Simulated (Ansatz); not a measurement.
One change: `[NH2][GeH2][SiH2]Cl` becomes `[CH3][GeH2][SiH2]Cl`.

Ansatz, PBE0-D4/def2-TZVP geometries, multiplicity 1. Each molecule was computed in one conformer, which needn't be the lowest.

Scalar relativity is left out up to krypton.

```tsv
property	`[NH2][GeH2][SiH2]Cl`
HOMO–LUMO gap (PBE0/def2-TZVPP) / eV	7.03
HOMO–LUMO gap (B3LYP/def2-TZVPP) / eV	6.62
HOMO energy (PBE/def2-TZVPP) / eV	-5.97
size of the dipole moment (PBE/def2-TZVPP) / D	2.14
HOMO–LUMO gap (PBE/def2-TZVPP) / eV	4.79
size of the dipole moment (ωB97M-V/def2-TZVPP) / D	2.26
```

**Question.** What does the change do to each property? (Estimate.)

**Answer.** Computed: 
| property | `[CH3][GeH2][SiH2]Cl` | shift |
| --- | --- | --- |
| HOMO–LUMO gap (PBE0/def2-TZVPP) / eV | 7.52 | 0.49 |
| HOMO–LUMO gap (B3LYP/def2-TZVPP) / eV | 7.14 | 0.52 |
| HOMO energy (PBE/def2-TZVPP) / eV | -6.74 | -0.77 |
| size of the dipole moment (PBE/def2-TZVPP) / D | 1.37 | -0.77 |
| HOMO–LUMO gap (PBE/def2-TZVPP) / eV | 5.53 | 0.74 |
| size of the dipole moment (ωB97M-V/def2-TZVPP) / D | 1.41 | -0.85 |

Dipoles are sizes alone; their direction can turn.

B3LYP here is the variant with VWN-RPA as its local correlation; programs differ in this.
